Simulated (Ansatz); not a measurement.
System: C2H8ClSi2, charge 0, multiplicity 2. It need not be the lowest isomer of its formula. 
Structure (B3LYP-D3(BJ)/def2-TZVP (Ansatz, a first-principles code) minimum search):
SMILES: [SiH2](Cl)[Si](C)C
```xyz
13

C     -1.8185     1.3462     0.3036
Si    -1.1693    -0.3164    -0.3013
C     -2.2426    -1.7424     0.3150
Si     1.0840    -0.5976     0.2466
Cl     2.1043     1.1004    -0.4025
H     -2.8190     1.5401    -0.0878
H     -1.1627     2.1576    -0.0134
H     -1.8761     1.3613     1.3963
H     -3.2664    -1.6390    -0.0502
H     -2.2776    -1.7541     1.4087
H     -1.8597    -2.7064    -0.0227
H      1.6801    -1.7703    -0.4340
H      1.3685    -0.7240     1.6997
```
Charge 0, spin multiplicity 2.

Parts of the frozen-core correlation energy in cc-pVTZ (Ansatz, hartree). Frozen orbitals: 17; correlated occupied orbitals by spin: 16 and 15; virtual: 241 and 242. Open shells are spin-unrestricted. No spin-orbit coupling. Non-relativistic.

```
term                             value
-------------------------  -----------
reference (HF)             -1117.87022
MP2 opposite-spin           (withheld)
MP2 same-spin               (withheld)
CCSD correlation              -0.84014
(T)                         (withheld)
T1 diagnostic                    0.012
largest doubles amplitude        0.014
<S^2> of the reference           0.758
```

Question: Some entries are withheld; supply them.

Answer: 
- MP2 opposite-spin, value: -0.60142
- MP2 same-spin, value: -0.16694
- (T), value: -0.03358
